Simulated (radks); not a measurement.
Values are calculated unless marked as measured or tabulated.
Question: Radial electron density D(r) = 4 pi r^2 rho(r) of an atom or ion with 31 electrons. Level of theory: Dirac Kohn-Sham, BLYP, spin-unpolarised, spherical densities, point nucleus (a radial shooting solver on a logarithmic mesh with Libxc functionals).

```
   r/bohr * D(r) (the largest magnitude, 46.7, reaches the edge; | marks zero)
 0.001748 |*
 0.002277 | *
 0.002988 |  *
 0.003891 |    *
 0.005108 |       *
 0.006704 |           *
  0.00873 |                *
  0.01146 |                       *
  0.01492 |                               *
  0.01958 |                                        *
   0.0255 |                                             *
  0.03347 |                                               *
  0.04359 |                                            *
  0.05721 |                                       *
  0.07509 |                                       *
  0.09778 |                                             *
   0.1283 |                                                      *
   0.1671 |                                                     *
   0.2194 |                                       *
   0.2856 |                             *
   0.3749 |                               *
   0.4882 |                                   *
   0.6408 |                             *
   0.8411 |                *
    1.095 |       *
    1.438 |   *
    1.872 | *
    2.457 |*
    3.199 *
      4.2 *
    5.468 *
```

What is the nuclear charge?

Answer: Z = 33. The innermost maximum, from 1s, lies near gamma/Z bohr with gamma = sqrt(1 - (Z/c)^2) = 0.971, here 0.0294 bohr (found: 0.0319), and its height grows with Z. The density is that of the arsenic ion As2+ in [Ar] 3d10 4s2 4p1; the configuration itself is not fixed sharply by these data, and Z only to about a unit. D(r) has 3 maxima, at r = 0.0319, 0.144, 0.492 bohr, and minima at 0.0671, 0.312 bohr, inside which lie 2.09, 11.00 electrons.
